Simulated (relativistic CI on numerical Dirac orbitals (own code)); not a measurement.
# Rh4+: 4p photoemission

Computed with this model: Dirac-Coulomb-Breit CI, separate exchange-only KLI orbitals for each configuration, model QED, valence Slater integrals scaled by 0.7, multiplet model of photoemission in the sudden approximation; configurations [Kr] 4d5 → [Ar] 3d10 4s2 4p5 4d5; 80 K; Lorentzian 1.2 eV and Gaussian 0.6 eV FWHM. Energies are those of the free ion, without screening or charge transfer. The energies are binding energies and can lie tens of eV above those of solids. S is read from ⟨S²⟩ = S(S + 1).

Field parameters in Wybourne normalisation: D3d B²₀ = −7Dσ, B⁴₀ = −14Dq − 21Dτ, B⁴₃ = −14√(10/7) Dq. The field is a parameter set, without covalency.

Computed curve for D3d, 10Dq = 26550, Dσ = 240, Dτ = -60 cm⁻¹, scaled to 100 at the maximum (points under 2 are left out and the grid is thinned):

Energy (eV), Intensity and a bar:
```
    104.0        2.0 
    104.4        2.3 
    104.8        2.7 
    105.2        3.1 
    105.6        3.7 #
    106.0        4.5 #
    106.6        6.3 #
    107.0        8.3 ##
    107.4       11.3 ###
    107.8       16.5 #####
    108.2       26.4 ########
    108.6       45.7 ##############
    109.0       75.6 #######################
    109.4       98.3 ##############################
    109.8       95.4 #############################
    110.2       76.3 #######################
    110.6       57.0 #################
    111.0       46.9 ##############
    111.6       43.0 #############
    112.0       39.1 ############
    112.4       35.9 ###########
    112.8       34.1 ##########
    113.2       32.7 ##########
    113.6       31.3 #########
    114.0       30.6 #########
    114.4       29.7 #########
    114.8       28.1 ########
    115.2       26.8 ########
    115.6       25.9 #######
    116.0       25.6 #######
    116.6       24.7 #######
    117.0       23.8 #######
    117.4       21.6 ######
    117.8       17.8 #####
    118.2       14.6 ####
    118.6       12.6 ###
    119.0       11.4 ###
    119.4       10.6 ###
    119.8       10.1 ###
    120.2       10.1 ###
    120.6       10.2 ###
    121.0       10.3 ###
    121.6       11.1 ###
    122.0       11.8 ###
    122.4       12.1 ###
    122.8       11.9 ###
    123.2       11.7 ###
    123.6       11.2 ###
    124.0       10.1 ###
    124.4        9.0 ##
    124.8        8.1 ##
    125.2        7.3 ##
    125.6        6.2 #
    126.0        5.2 #
    126.6        4.3 #
    127.0        4.0 #
    127.4        3.7 #
    127.8        3.3 
    128.2        2.8 
    128.6        2.2
```

The ground state has S = 0.55, and the centroid lies at 113.42 eV.
